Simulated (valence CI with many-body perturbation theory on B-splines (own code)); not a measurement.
Results of a calculation; reference values are marked as such.
Sensitivity of CI+MBPT for Au VIII

Method: relativistic CI+MBPT: four valence electrons over a frozen Dirac-Fock core [Xe] 4f14, radial functions for each j: 6 s, 6 p, 5 d, 5 f, 1 g, with the one-electron correlation potential Σ1 (screened to all orders), the two-electron term Σ2, the three-electron term Σ3, Breit, model QED; selected single and double excitations, second order for the rest, scaled by the run's own slope (own B-spline code, finite nucleus).

No measured levels were compared; by estimate terms of the open shell hold to 2 to 4 % of their energy, and close levels can change places; different configurations can be misplaced against each other by 1,000 to 8,000 cm⁻¹. Only levels of the ground parity were solved; by the run's estimate the other parity begins above the list, which can be wrong where configurations are misplaced.

The reference run has the lowest level 5d4 5D_0 [a] and an ionisation energy of 113.162 eV. Its largest variational space holds 9995 state functions.

Names give the largest LS component (configuration and term), which can be under half, so a name can repeat, a term be missing and a line seem to break the LS rules; names also repeat where a configuration has a term twice. Letters in brackets count levels of one name in rising energy.

Changed runs:
A. scale of Σ1 1 → 0.8; core polarisation of operators on → off
B. size limit of the variational space 10000 → 6000
C. orbitals per symmetry with explicit Σ2 and valence Breit (the others get mean screening factors) 5 → 7
D. logarithmic knot step 0.27 → 0.8 (bad on purpose)

Excitation energies of the reference run in cm⁻¹, and shifts in cm⁻¹:

| Level | Reference | A | B | C | D |
| --- | --- | --- | --- | --- | --- |
| 5d4 5D_1 | 9369 | -151 | +0.3 | +3.8 | -114 |
| 5d4 5D_2 | 16298 | -226 | +0.5 | +4.7 | -177 |
| 5d4 5D_3 | 20917 | -249 | +0.6 | +3.9 | -192 |
| 5d4 5D_4 | 22495 | -201 | +0.4 | +0.8 | -152 |
| 5d4 5D_0 [b] | 31547 | -281 | 0 | -2.0 | -130 |
| 5d4 3H_4 | 33061 | -295 | +0.5 | +1.3 | -214 |
| 5d4 3G_3 | 37676 | -272 | +0.7 | -1.9 | -155 |
| 5d4 3F_2 | 38706 | -257 | +0.6 | -6.0 | +9.3 |
| 5d4 3H_5 | 40517 | -319 | 0 | -0.2 | -211 |
| 5d4 3P_1 | 41733 | -332 | +0.3 | -4.9 | -0.2 |
| 5d4 3H_6 | 43842 | -332 | +0.2 | -0.9 | -229 |
| 5d4 3G_4 | 47682 | -347 | +0.3 | -2.4 | -241 |
| Ionisation energy (eV) | 113.162 | -0.336 | -2.1e-05 | +0.0011 | +1.342 |
